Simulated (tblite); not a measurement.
Compound: C₇H₁₅OP.
SMILES with atom numbers: `[CH2:1]=[CH:2][CH2:3][P@@:4]([CH3:5])(=[O:6])[CH:7]([CH3:8])[CH3:9]` (hydrogens: H10, H11 on C1; H12 on C2; H13, H14 on C3; H15, H16, H17 on C5; H18 on C7; H19, H20, H21 on C8; H22, H23, H24 on C9)

Geometry (GFN2-xTB, Å), atoms numbered from 1 in this order:
```xyz
24
C7H15OP angstrom
C      2.9166   -1.3425    0.0561
C      2.4028   -0.2036   -0.3713
C      1.6167    0.7420    0.4675
P     -0.0241    0.9991   -0.3519
C     -0.9456    2.0940    0.7996
O      0.1053    1.5716   -1.6978
C     -0.8595   -0.6558   -0.3613
C     -1.0608   -1.2626    1.0176
C     -2.1707   -0.5118   -1.1225
H      2.8213   -1.6632    1.0818
H      3.4654   -1.9987   -0.5974
H      2.5115    0.1001   -1.4048
H      1.5164    0.3958    1.4951
H      2.0858    1.7316    0.4625
H     -1.9477    2.2367    0.4006
H     -0.4362    3.0563    0.7976
H     -0.9942    1.7033    1.8106
H     -0.1772   -1.2876   -0.9456
H     -1.7309   -0.6491    1.6159
H     -1.5047   -2.2525    0.9235
H     -0.1145   -1.3650    1.5424
H     -2.8994    0.0427   -0.5328
H     -2.5923   -1.4877   -1.3574
H     -1.9959    0.0267   -2.0521
```

Level: GFN2-xTB in tblite, geometry and Hessian alike; calculated harmonic values, unscaled, isolated species. Against measured fundamentals such values can be off by several per cent, at times by over 20. One conformer, not necessarily the lowest.

Harmonic wavenumbers (cm⁻¹): 25.1, 58.9, 70.5, 137.6, 149.6, 182.0, 187.6, 207.9, 211.4, 244.7, 271.6, 311.6, 339.3, 362.4, 413.0, 439.2, 580.8, 634.0, 730.0, 758.1, 787.5, 845.8, 852.4, 893.7, 932.0, 939.0, 947.7, 985.6, 1016.4, 1034.7, 1044.7, 1140.7, 1153.9, 1173.9, 1181.2, 1237.6, 1266.0, 1281.6, 1287.6, 1307.1, 1401.1, 1405.5, 1413.5, 1424.1, 1429.3, 1440.7, 1487.8, 1494.3, 1498.2, 1504.5, 1712.2, 2889.7, 2920.2, 2990.7, 3006.0, 3010.3, 3014.2, 3018.3, 3020.8, 3030.9, 3032.9, 3042.6, 3044.1, 3057.4, 3089.4, 3125.5.

A = 1658, B = 1085, C = 896.9 MHz; mass 146.086 u (most abundant isotopes); point group C1, symmetry number 1.

Q: What is the zero-point energy?

A: Half the sum of the wavenumbers: 44564 cm⁻¹ = 533.10 kJ/mol.

Q: What is S at 298.15 K and 1 bar for an ideal gas of classical rigid rotors and harmonic oscillators?

A: Translation 171.02, rotation 124.18, vibration 171.81: S = 467.0 J/(mol K).

Q: And Cp and H(298.15 K) − H(0)?

A: Cp = 198.65 J/(mol K), of which vibrations give 165.39 (their classical limit is 66 R = 548.8); H(298.15 K) − H(0) = 36.09 kJ/mol without the zero-point energy, 26.17 from vibrations.

Q: Blend soft modes into free rotors: weight 1/[1 + (100 cm⁻¹/ν̃)⁴] for the oscillator and the rest for a rotor with moment μB/(μ + B), μ = h/(8π²ν), B = 10⁻⁴⁴ kg m². What vibrational entropy results?

A: 156.04 J/(mol K) in place of 171.81, which changes −T·S at 298.15 K by +4.70 kJ/mol.

Q: What must be added to the electronic energy to get the Gibbs energy at 298.15 K and 1 bar?

A: ZPE + [H(298.15 K) − H(0)] − T·S = 533.10 + 36.09 − 139.24 = 429.95 kJ/mol.

Q: How do the functions run with temperature in this model?

A: 
```csv
T (K),S (J/(mol K)),Cp (J/(mol K)),H − H(0) (kJ/mol),G − H(0) (kJ/mol),ln q(vib)
100,312.8,98.7,6.39,-24.89,2.80
200,398.1,150.5,18.98,-60.63,6.55
300,468.2,199.6,36.46,-104.01,10.17
500,592.7,292.1,86.00,-210.37,17.03
800,752.1,385.5,188.80,-412.87,26.62
1000,842.8,427.5,270.31,-572.54,32.52
```

q(vib) and H(0) count from the zero-point level.

Hindered rotation and anharmonicity are outside this model. Other conformers, if any are populated, would add a mixing term that is left out. The structure is chiral; the term R ln 2 for an equal mix with its mirror image is left out.

On one thread of an Arm Neoverse V1, no GPU, on a shared host, this took 1.1 s of wall time. The figure is for the frequency step alone.
